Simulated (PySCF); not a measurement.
## Checking a proposed structure

A compound C7H14SSi gives the data below (simulated from a calculation) and was assigned the structure `[SiH3]S[C@@H]1CC[C@H]2C[C@@H]1C2`.

¹³C{¹H} NMR (computed): δ 40.3 (CH2), 32.0 (CH), 30.7 (C), 29.4 (CH2), 28.2 (CH2), 27.8 (CH2), 19.6 (CH2).

¹H NMR (500 MHz, computed): δ 4.45 (s, 3H), 1.83 (m, 1H), 1.79 (m, 1H), 1.76 (m, 1H), 1.66 (m, 1H), 1.58 (m, 1H), 1.47 (m, 1H), 1.46 (m, 1H), 1.33 (m, 1H), 1.12 (m, 1H), 0.79 (m, 1H), 0.43 (m, 1H).

[PySCF 2.14: coordinates at the PBE0-D3(BJ)/def2-SVP level; GIAO PBE0/pcSseg-1 shieldings; gas phase; averaged over atoms made equivalent by symmetry, fast rotation or ring inversion; a single conformation; non-relativistic Hamiltonian]

Shifts are taken against calculated references (same method and geometry level): TMS for ¹H and ¹³C.

Problem. Compare with the shifts computed for the proposed structure, pairing carbons in order of shift.

Solution. Numbering as in the mapped SMILES `[SiH3:1][S:2][C@@H:3]1[CH2:4][CH2:5][C@H:6]2[CH2:7][C@@H:8]1[CH2:9]2` (H(Xn): hydrogen on atom n).

```csv
atom,computed for proposal,given list,difference
C3,50.4,40.3,+10.1
C8,43.9,32.0,+11.9
C7,41.3,30.7,+10.6
C6,35.0,29.4,+5.6
C5,31.7,28.2,+3.5
C4,31.2,27.8,+3.4
C9,26.4,19.6,+6.8
```

The rms difference is 8.1 ppm and the largest +11.9 ppm at C8 (sp3 CH in a ring). The carbon types in order of shift don't match either: CH, CH, CH2, CH, CH2, CH2, CH2 for the proposal against CH2, CH, C, CH2, CH2, CH2, CH2 in the data. The proposal doesn't fit.

Problem. Which isomer fits?

Solution. SMILES [SiH3]S[C@@H]1CC12CCCC2.

1. Carbon types of the structure: 1 × C, 1 × CH, 5 × CH2, leaving 3 H on heteroatoms.
2. δC 40.3, 29.4, 28.2, 27.8: sp3 CH2 in a ring; aliphatic region, no heteroatom directly attached.
3. δH 4.45: hydrogen on a silicon bonded to S.
4. δH 1.83, 1.79, 1.76, 1.66, 1.58, 1.47, 1.46, 0.79: hydrogen on an sp3 CH2 in a ring; far from electronegative atoms and π systems.
5. δH 1.33, 1.12, 0.43: hydrogen on a three-membered-ring carbon; cyclopropane-type protons are shielded by the ring.

The shifts were computed for this structure.

Shifts are as computed. Against solution values, carbons near 30 ppm lie about +2 ppm off and those near 130 ppm about +5 ppm. Of 1313 compounds with measured shifts, 239 miss one by over three times the rms of a fit or turn the order of signals round; such compounds aren't used in these exercises. No couplings were computed; multiplicities are counted from neighbouring protons, with m where these are inequivalent, close in shift, in a saturated or five-membered ring or joined by F or P, and br s for small geminal =CH2 splittings.
